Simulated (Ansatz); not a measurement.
C3H7O (SMILES C[CH-]OC), charge -1, singlet, at a GFN2-xTB geometry (a gas-phase anion, which may not be bound at this level); CCSD(T)/STO-3G (Ansatz, a first-principles code).

The Ansatz input:
Ansatz 0.2 input:
```yaml
crystal:
  periodic: [false, false, false]
  atoms:
    - {symbol: O, position_ang: [0.27524919, -0.58420743, -0.62303532]}
    - {symbol: C, position_ang: [0.09401883, 0.90333784, -0.29403238]}
    - {symbol: C, position_ang: [1.02460482, -1.20359562, 0.34229042]}
    - {symbol: C, position_ang: [-1.27934567, 1.02284955, 0.39588235]}
    - {symbol: H, position_ang: [-0.06509560, 1.31189351, -1.33559503]}
    - {symbol: H, position_ang: [1.24877528, -2.23160334, 0.01033964]}
    - {symbol: H, position_ang: [1.98223373, -0.68204747, 0.53292018]}
    - {symbol: H, position_ang: [0.50182452, -1.27623020, 1.31766778]}
    - {symbol: H, position_ang: [-2.14125770, 0.55895431, -0.13156786]}
    - {symbol: H, position_ang: [-1.24810032, 0.57100939, 1.39663175]}
    - {symbol: H, position_ang: [-1.51604143, 2.08613261, 0.52904382]}
basis:
  gaussian:
    orbitals: STO-3G
total_charge: -1
magnetization: {spin_polarized: false}
correlation: {method: ccsd_t}
```

It wrote (shortened):

```
Functional definition: HF
383 factors; integrals over basis functions are off by at most 3.4e-5 eV
mean field evaluation 1: about -5164.5139 eV, gradient 2.2e1 eV
mean field evaluation 2: about -5164.8087 eV, gradient 2.2e1 eV
mean field evaluation 4: about -5166.5481 eV, gradient 1.7e0 eV
mean field evaluation 8: about -5166.5656 eV, gradient 3.2e-2 eV
mean field evaluation 16: about -5166.2784 eV, gradient 3.1e-1 eV
mean field -5166.56556721 eV, -189.8677825710 hartree, gradient 1.0e-6 eV, S^2 0.000000; 0 other end points of the search recorded, 0 dependent functions left out
4 core orbitals not correlated
reference -5166.56556721 eV, -189.8677825710 hartree; 13, 13 occupied and 10, 10 virtual orbitals, 383 factors
second order -4.84472039 eV of doubles, -0.00000000 eV of singles
cycle   1  -5.91767835 eV  change    -1.1e0 eV  update   7.9e-2
cycle   2  -6.41771092 eV  change   -5.0e-1 eV  update   2.9e-2
cycle   3  -6.46495691 eV  change   -4.7e-2 eV  update   7.0e-3
cycle   4  -6.46989074 eV  change   -4.9e-3 eV  update   2.4e-3
cycle   5  -6.46964414 eV  change    2.5e-4 eV  update   5.6e-4
cycle   6  -6.46953790 eV  change    1.1e-4 eV  update   1.9e-4
cycle   7  -6.46944446 eV  change    9.3e-5 eV  update   7.8e-5
cycle   8  -6.46944574 eV  change   -1.3e-6 eV  update   2.8e-5
perturbative correction -0.06951993 eV, -0.0025548102 hartree
Total energy: -5173.10453288 eV, -190.1080851270 hartree
```
